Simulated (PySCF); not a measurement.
SMILES [c]1ccccc1, doublet, GFN2-xTB optimised geometry.

```
11

C     -0.61    -1.22     0.00
C     -1.39    -0.11     0.00
C     -0.74     1.13     0.00
C      0.64     1.18     0.00
C      1.39     0.02     0.00
C      0.75    -1.22     0.00
H     -2.47    -0.16     0.00
H     -1.33     2.04     0.00
H      1.14     2.14     0.00
H      2.47     0.06     0.00
H      1.33    -2.14     0.00
```

Density from unrestricted B3LYP/def2-TZVP (PySCF 2.14.0) at that geometry.

Minimum of the electron density along straight lines between bonded atoms, close to the bond critical point (lines longer than 1.1 times the sum of covalent radii, or with two minima, are not listed):

```tsv
bond	length / Å	ρ at the minimum / e bohr⁻³	∇²ρ there / e bohr⁻⁵	position (fraction from the first atom)
C1–C2	1.363	0.333	-1.01	0.51
C2–C3	1.394	0.315	-0.92	0.50
C3–C4	1.384	0.325	-0.98	0.50
C4–C5	1.384	0.325	-0.98	0.50
C1–C6	1.363	0.333	-1.01	0.51
C5–C6	1.394	0.314	-0.92	0.50
C2–H7	1.080	0.288	-1.04	0.65
C3–H8	1.081	0.289	-1.04	0.64
C4–H9	1.081	0.288	-1.03	0.64
C5–H10	1.081	0.289	-1.04	0.64
C6–H11	1.080	0.288	-1.04	0.65
```
